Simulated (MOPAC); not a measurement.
MOPAC input (PM6):

```
PM6 FORCE THERMO(298,298) PRECISE LET UHF MS=0.5 GEO-OK AUX(PRECISION=9) THREADS=1
CH3I2Si

C    -2.52220258 1   -0.23091022 1   -0.24606470 1
Si   -0.65290840 1   -0.05684184 1   -0.13260516 1
I     0.49625568 1   -2.02139192 1   -0.08868570 1
I     0.10391996 1    2.07897106 1    0.08488980 1
H    -2.97629809 1   -0.31686874 1    0.75674686 1
H    -3.00435175 1    0.63232915 1   -0.73293376 1
H    -2.83598906 1   -1.12593780 1   -0.80744763 1
```

Output:

```
 *******************************************************************************
 **                                                                           **
 **                              MOPAC v23.2.5                                **
 **                                                                           **
 *******************************************************************************
 ** MOPAC's Digital Object Identifier: https://doi.org/10.5281/zenodo.6511958 **
 **                                                                           **
 ** Please cite the open-source release paper for use of this MOPAC version:  **
 ** J. E. Moussa and J. J. P. Stewart (2026)                                  **
 ** MOPAC: An open-source semiempirical molecular orbital program             **
 ** J. Open Source Softw., 11(119), 8025, https://doi.org/10.21105/joss.08025 **
 *******************************************************************************

                              PM6 CALCULATION RESULTS

 *******************************************************************************
 *  PM6        - The PM6 Hamiltonian to be used
 *  GEO-OK     - OVERRIDE INTERATOMIC DISTANCE AND OTHER SAFETY CHECKS
 *  UHF        - UNRESTRICTED HARTREE-FOCK CALCULATION
 *  MS=        - IN MECI, MAGNETIC COMPONENT OF SPIN =  0.5
 *  LET        - OVERRIDE SOME SAFETY CHECKS
 *  PRECISE    - TIGHTER CRITERIA TO BE USED
 *  FORCE      - FORCE CALCULATION SPECIFIED
 *  AUX        - OUTPUT AUXILIARY INFORMATION
 *  THERMO     - THERMODYNAMIC QUANTITIES TO BE CALCULATED
 *******************************************************************************
PM6 FORCE THERMO(298,298) PRECISE LET UHF MS=0.5 GEO-OK AUX(PRECISION=9) THREADS=1
 CH3I2Si

   ATOM   CHEMICAL          X               Y               Z
  NUMBER   SYMBOL      (ANGSTROMS)     (ANGSTROMS)     (ANGSTROMS)

     1       C         -2.52220258  *  -0.23091022  *  -0.24606470  *
     2      Si         -0.65290840  *  -0.05684184  *  -0.13260516  *
     3       I          0.49625568  *  -2.02139192  *  -0.08868570  *
     4       I          0.10391996  *   2.07897106  *   0.08488980  *
     5       H         -2.97629809  *  -0.31686874  *   0.75674686  *
     6       H         -3.00435175  *   0.63232915  *  -0.73293376  *
     7       H         -2.83598906  *  -1.12593780  *  -0.80744763  *

          CARTESIAN COORDINATES

    NO.       ATOM           X           Y           Z

     1         C         -2.5222     -0.2309     -0.2461
     2        Si         -0.6529     -0.0568     -0.1326
     3         I          0.4963     -2.0214     -0.0887
     4         I          0.1039      2.0790      0.0849
     5         H         -2.9763     -0.3169      0.7567
     6         H         -3.0044      0.6323     -0.7329
     7         H         -2.8360     -1.1259     -0.8074

 General Reference for PM6:
 "Optimization of Parameters for Semiempirical Methods V: Modification of NDDO Approximations
 and Application to 70 Elements", J. J. P. Stewart, J. Mol. Mod., 13, 1173-1213 (2007)
 URL: https://link.springer.com/article/10.1007/s00894-007-0233-4

           Empirical Formula: C H3 Si I2  =     7 atoms

      MOLECULAR POINT GROUP   :   Cs
[...]
 REDUCED MASS        0.4428         C 1 -- Si2          +5.5% ( 20.5%)      0.0%
 EFFECTIVE MASS      1.6456
 FORCE CONSTANT      0.3714

 VIBRATION         11    6A'         ATOM PAIR     ENERGY CONTRIBUTION    RADIAL
 FREQUENCY          1200.03         C 1 -- H 6         +39.1% ( 54.9%)      0.4%
 TRANSITION DIPOLE   0.7828         C 1 -- H 7         +39.1% ( 54.9%)      0.4%
 TRAVEL (Ang.)       0.3747         C 1 -- H 5         +16.2% ( 35.3%)     24.8%
 REDUCED MASS        0.4003         C 1 -- Si2          +5.6% ( 20.8%)     21.5%
 EFFECTIVE MASS      1.6980
 FORCE CONSTANT      0.3396

 VIBRATION         12    7A'         ATOM PAIR     ENERGY CONTRIBUTION    RADIAL
 FREQUENCY          1223.81         C 1 -- H 6         +33.9% ( 57.3%)      2.9%
 TRANSITION DIPOLE   1.3236         C 1 -- H 7         +33.9% ( 57.3%)      2.9%
 TRAVEL (Ang.)       0.2945         C 1 -- H 5         +22.4% ( 46.5%)      0.7%
 REDUCED MASS        0.6352         C 1 -- Si2          +9.7% ( 30.6%)     97.2%
 EFFECTIVE MASS      2.4864
 FORCE CONSTANT      0.5605

 VIBRATION         13    8A'         ATOM PAIR     ENERGY CONTRIBUTION    RADIAL
 FREQUENCY          2662.24         C 1 -- H 5         +68.8% ( 85.3%)     99.5%
 TRANSITION DIPOLE   0.7874         C 1 -- H 7         +15.2% ( 40.1%)     83.7%
 TRAVEL (Ang.)       0.2173         C 1 -- H 6         +15.2% ( 40.1%)     83.7%
 REDUCED MASS        0.5366         C 1 -- Si2          +0.8% (  9.0%)      0.0%
 EFFECTIVE MASS      1.4553
 FORCE CONSTANT      2.2409

 VIBRATION         14    6A"         ATOM PAIR     ENERGY CONTRIBUTION    RADIAL
 FREQUENCY          2668.20         C 1 -- H 7         +49.2% ( 72.2%)     97.5%
 TRANSITION DIPOLE   0.7714         C 1 -- H 6         +49.2% ( 72.2%)     97.5%
 TRAVEL (Ang.)       0.2239         C 1 -- Si2          +0.8% (  9.5%)      0.0%
 REDUCED MASS        0.5041         C 1 -- H 5          +0.8% (  9.2%)      0.0%
 EFFECTIVE MASS      1.4676
 FORCE CONSTANT      2.1146

 VIBRATION         15    9A'         ATOM PAIR     ENERGY CONTRIBUTION    RADIAL
 FREQUENCY          2751.35         C 1 -- H 7         +35.2% ( 57.2%)     96.4%
 TRANSITION DIPOLE   1.0845         C 1 -- H 6         +35.2% ( 57.2%)     96.4%
 TRAVEL (Ang.)       0.2731         C 1 -- H 5         +29.4% ( 52.2%)     95.1%
 REDUCED MASS        0.3287         C 1 -- Si2          +0.2% (  4.6%)     99.6%
 EFFECTIVE MASS      1.1374
 FORCE CONSTANT      1.4658

      SYMMETRY NUMBER FOR POINT-GROUP Cs  =  1

          SYSTEM IS A GROUND STATE

 CH3I2Si

          MOLECULE IS NOT LINEAR

          THERE ARE 15 GENUINE VIBRATIONS IN THIS SYSTEM
          THIS THERMODYNAMICS CALCULATION IS LIMITED TO
          MOLECULES WHICH HAVE NO INTERNAL ROTATIONS

                    CALCULATED THERMODYNAMIC PROPERTIES
                                          *
   TEMP. (K)   PARTITION FUNCTION   H.O.F.    ENTHALPY  HEAT CAPACITY ENTROPY
                                   KCAL/MOL   CAL/MOLE    CAL/K/MOL  CAL/K/MOL

 298.00  VIB.     0.4560D+03                  2912.3884    14.7573    21.9400
         ROT.     0.1037D+07                   888.2803     2.9808    30.5080
         INT.     0.4731D+09                  3800.6687    17.7381    52.4479
         TRA.     0.4947D+28                  1480.4672     4.9680    42.9599
         TOT.                        1.059    5281.1358    22.7061    95.4078

   *: NOTE: HEATS OF FORMATION ARE RELATIVE TO THE
            ELEMENTS IN THEIR STANDARD STATE AT 298K
              (=  Standard Enthalpy of Formation).

            Hvib:  Zero-point energy is not included.
                   frequencies of less than zero cm-1 are not included.
            Hrot = (3/2)RT
            Htra = (3/2)RT + pV = (5/2)RT

            Heat capacity is Cp, not Cv

          For more information, see: HTTP://OpenMOPAC.net/Manual/thermochemistry.html

           FORCE CONSTANT IN CARTESIAN COORDINATES (Millidynes/A)

    ATOM   CHEMICAL       X               Y               Z
   NUMBER   SYMBOL  FORCE CONSTANT  FORCE CONSTANT  FORCE CONSTANT

      1       C        5.314250        5.500077        5.110513
      2      Si        3.483002        0.827167        0.115756
      3       I        0.286474        0.645887        0.006739
      4       I        0.286481        0.643908        0.008712
      5       H        0.920698        0.475130        3.520007
      6       H        1.021008        2.845999        1.121569
      7       H        1.021031        2.664984        1.302560

 **********************
 *                    *
 * JOB ENDED NORMALLY *
 *                    *
 **********************

 == MOPAC DONE ==
```
